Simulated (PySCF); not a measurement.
# C6H13BO2: core ionisation energies

Compound: C6H13BO2.
Structure used (PBE0-D3(BJ)/def2-SVP), in Å, numbered top down from 1:
```xyz
22
C6H13BO2 angstrom
C     -1.7270    0.2573    0.8791
C     -0.7361    0.1436   -0.2734
C     -1.1368   -0.9870   -1.2014
O     -0.7985    1.3862   -0.9986
B      0.2226    2.1673   -0.5523
O      1.0956    1.5094    0.2581
C      0.7596    0.1103    0.2047
C      0.9798   -0.5006    1.5753
C      1.6962   -0.5278   -0.8144
H     -2.7202    0.4913    0.4700
H     -1.4448    1.0684    1.5663
H     -1.7967   -0.6787    1.4516
H     -2.1897   -0.8657   -1.4941
H     -0.5312   -0.9927   -2.1163
H     -1.0311   -1.9607   -0.6998
H      0.3421    3.3264   -0.8456
H      0.4291    0.0429    2.3533
H      2.0492   -0.4599    1.8275
H      0.6649   -1.5549    1.5888
H      1.5431   -0.1007   -1.8163
H      2.7345   -0.3253   -0.5157
H      1.5551   -1.6166   -0.8723
```

Computed with PySCF, delta-SCF UKS SCAN, pcX-2 on the ionised atom, pcseg-1 elsewhere, spin-free X2C. These are vertical core ionisation energies against the vacuum level, from separate self-consistent calculations with and without the core hole.

Task: List the computed XPS lines with their assignment.

Result: 
```csv
atom(s),environment,level,binding energy (eV),above the level's lowest (eV),count
B5,three-coordinate boron,B 1s,196.67,0.00,1
C1/C3/C8/C9,methyl carbon,C 1s,290.63,0.00,4
C2/C7,sp3 carbon bound to oxygen,C 1s,292.13,+1.50,2
O4/O6,boron-bound oxygen,O 1s,538.08,0.00,2
```

The listed C 1s values span 1.50 eV, from C1/C3/C8/C9 (bonded to C and 3 H) to C2/C7 (bonded to O and 3 C). Summing the Pauling electronegativity differences to the bonded atoms, each weighted by its formal bond order, gives -1.05 for the lowest site and +0.89 for the highest.

Task: Which effective nuclear charge Zeff reproduces each element's mean 1s value in the hydrogen-like formula E = 13.606 eV × Zeff²?

Result: B (Z = 5): mean 196.7 eV, Zeff = 3.80, Z − Zeff = 1.20; C (Z = 6): mean 291.1 eV, Zeff = 4.63, Z − Zeff = 1.37; O (Z = 8): mean 538.1 eV, Zeff = 6.29, Z − Zeff = 1.71. Means run over the listed sites, weighted by atom count.

Task: Give the binding energy of O 1s of O4/O6 in hartree and in kJ/mol.

Result: 538.08 eV = 19.7741 Eh = 51917 kJ/mol.

Topologically equivalent atoms share the value of their first member; where this conformer doesn't relate them by symmetry, their own values could differ. Isolated species at its PBE0-D3(BJ)/def2-SVP geometry (one conformer only).
